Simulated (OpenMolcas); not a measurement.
Au2+ among 6 point charges of -1.5 e arranged as a trigonal antiprism (D3d), with a polar angle of 60.8° against the regular 54.74°.

```
Program             : OpenMolcas 26.06
Method              : CASSCF
Basis               : ANO-RCC-VDZP [7s6p4d2f]
Scalar Hamiltonian  : DKH2, point nucleus
Active space        : 9 electrons in 5 orbitals (5d)
State averaging     : 2S+1 = 2 even, 5 roots
Spin-orbit coupling : state interaction with AMFI integrals over the reference wave functions
```

All point charges move together. At R = 1.89 Å the first state of the same spin is 11269 cm-1, and at R = 2.04 Å it is 8238 cm-1.

Question: A third run gives 6517 cm-1. What distance was it run at?

Answer: With a power law R^-n the two known points give n = -ln(8238 / 11269) / ln(2.04 / 1.89) = 4.10. Then R = 1.89 × (11269 / 6517)^(1/4.10) = 2.160 Å. The run was at 2.16 Å, so the estimate is off by 0 Å.

An orbital doublet at a regular site is open to a Jahn-Teller distortion, which this geometry leaves out. Point charges carry no covalency, so the field is a model and not that of real ligands. No measured value stands beside these numbers.
